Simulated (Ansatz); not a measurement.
Geometry optimisation, Ansatz, RKS PBE-D4/def2-SVP.

Input file:

```yaml
crystal:
  periodic: [false, false, false]
  atoms:
    - { symbol: Ge, position_ang: [0.0, 0.0, 0.0] }
    - { symbol: H, position_ang: [0.6512, 0.0, 1.6243] }
    - { symbol: Ge, position_ang: [2.5246, 0.0, 0.622] }
    - { symbol: H, position_ang: [3.0101, -1.4611, 0.443] }
    - { symbol: H, position_ang: [2.5923, 0.7367, -0.74] }
    - { symbol: H, position_ang: [3.4349, 0.7244, 1.6462] }
    - { symbol: Ge, position_ang: [-1.1304, 1.9584, -0.7992] }
    - { symbol: H, position_ang: [-2.6003, 1.6043, -1.1405] }
    - { symbol: H, position_ang: [-1.1048, 3.0541, 0.2968] }
    - { symbol: H, position_ang: [-0.4177, 2.4843, -2.0712] }
    - { symbol: H, position_ang: [-0.73, -1.2648, -0.5162] }
basis:
  gaussian: { orbitals: def2-SVP }
hamiltonian:
  xc: pbe
  dispersion: d4
relax:
  f_tol: 0.15
  max_steps: 25
  restrain:
    - { distance: [1, 2], at: 1.55, k: 30.0 }
    - { distance: [0, 1], at: 2.75, k: 30.0 }
    - { distance: [0, 2], at: 3.6, k: 30.0 }
output:
  orbitals: {}
```

Launched with:

```bash
$ ansatz run input.yaml --threads 4 --pin off --max-ram 5120MiB --backend cpu --events-out ev --progress --plain --runs-dir out
```

Problem. Where does it end, and by what steps?

Solution. The run converged. The restraints hold the end off the free minimum; the threshold counts their pulls, which the force column leaves out. Restrained pairs: H2–Ge3 (2.12 → 1.55 Å), Ge1–H2 (1.75 → 2.74 Å), Ge1–Ge3 (2.60 → 3.60 Å). After 12 steps the energy has fallen by 0.830 eV (the restraints' own energy left out); Ge1 moved furthest, 1.18 Å.

| step | energy less start (eV) | largest force component (eV/Å) | accepted |
| --- | --- | --- | --- |
| 0 | 0.0000 | 2.449 | yes |
| 1 | 1.0051 | 3.136 | yes |
| 2 | 2.0788 | 3.329 | yes |
| 3 | 2.5628 | 2.947 | yes |
| 4 | 2.1293 | 1.841 | yes |
| 5 | 1.3240 | 3.063 | yes |
| 6 | 0.4282 | 2.745 | yes |
| 7 | -0.1661 | 1.126 | yes |
| 8 | -0.5046 | 0.891 | yes |
| 9 | -0.6434 | 0.573 | yes |
| 10 | -0.7474 | 0.466 | yes |
| 11 | -0.7989 | 0.350 | yes |
| 12 | -0.8301 | 0.400 | yes |

```xyz
11
Properties=species:S:1:pos:R:3
Ge -1.076 -0.381 0.298
H 1.251 -0.052 1.706
Ge 2.474 0.032 0.750
H 2.926 -1.404 0.401
H 2.115 0.821 -0.526
H 3.578 0.778 1.542
Ge -1.117 1.880 -0.796
H -2.588 1.949 -1.328
H -0.974 3.064 0.206
H -0.190 2.161 -2.014
H -0.168 -1.011 -0.876
```

The run took 24 s on 4 threads of Arm Neoverse V1, on a shared host, peak memory 0.22 GiB.
